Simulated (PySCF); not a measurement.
C5H6ClF2 (doublet state).
SMILES with atom numbers: `[CH2:1]=[CH:2][C@H:3]([Cl:4])[CH:5][CH:6]([F:7])[F:8]` (hydrogens: H9, H10 on C1; H11 on C2; H12 on C3; H13 on C5; H14 on C6)

Cartesian coordinates in Å at the GFN2-xTB level; atoms count from 1:
```xyz
14
C5H6ClF2 angstrom
C     -2.0683    1.5178   -0.4788
C     -1.4240    0.6343    0.2633
C     -0.3108   -0.1958   -0.2515
Cl    -1.0830   -1.9504   -0.5259
C      0.7843   -0.4119    0.6463
C      2.1184   -0.8298    0.1528
F      3.0752   -0.6308    1.0904
F      2.5007   -0.1219   -0.9454
H     -1.8109    1.6896   -1.5107
H     -2.8768    2.1056   -0.0811
H     -1.6943    0.4643    1.2955
H     -0.0085    0.0650   -1.2649
H      0.6341   -0.4351    1.7121
H      2.1631   -1.9012   -0.1343
```

The hyperfine couplings belong to this conformer and change with its torsions.

The calculation used UKS B3LYP, pcH-1 on C Cl F H, non-relativistic, mean-field spin-orbit, GIAO in PySCF 2.14.0. Geometry: GFN2-xTB, one conformer, isolated molecule. Couplings are sensitive to structure, and on GFN2-xTB geometries they can be far from those on DFT ones. No stability test was run, so a lower SCF solution isn't excluded.

Predict the first-order ENDOR lines of F8, F7, H14, H13, H12, H11 and Cl4 under fast tumbling at B = 3366.2 mT (W band).

ν± = |νn ± a/2|, one line for each electron-spin manifold; νn = |g_N| × 7.62259 MHz/T × B.

| nuclei | isotope | g_N | νn (MHz) | a_iso (MHz) | lower line (MHz) | upper line (MHz) |
| --- | --- | --- | --- | --- | --- | --- |
| F8 | 19F | 5.2577 | 134.91 | 103.48 | 83.17 | 186.65 |
| F7 | 19F | 5.2577 | 134.91 | 49.16 | 110.33 | 159.49 |
| H14 | 1H | 5.5857 | 143.32 | 78.71 | 103.97 | 182.68 |
| H13 | 1H | 5.5857 | 143.32 | -57.41 | 114.62 | 172.03 |
| H12 | 1H | 5.5857 | 143.32 | 17.77 | 134.44 | 152.21 |
| H11 | 1H | 5.5857 | 143.32 | -0.84 | 142.91 | 143.74 |
| Cl4 | 35Cl | 0.5479 | 14.06 | 36.71 | 4.29 | 32.41 |

Which pairs are centred on the nuclear Larmor frequency, and which on half the coupling?

Centred on νn, since |a| < 2νn: F8, F7, H14, H13, H12 and H11. Centred on |a|/2 and split by 2νn: Cl4.

At what field would the lower line of H14 fall to zero frequency?

Where νn = |a|/2, that is B = 39.36 MHz/(5.5857 × 7.62259 MHz/T) = 924 mT, as far as first order holds there.

Main isotope only: 35Cl (natural samples also hold 24 % 37Cl, magnetic too, which adds its own pattern).
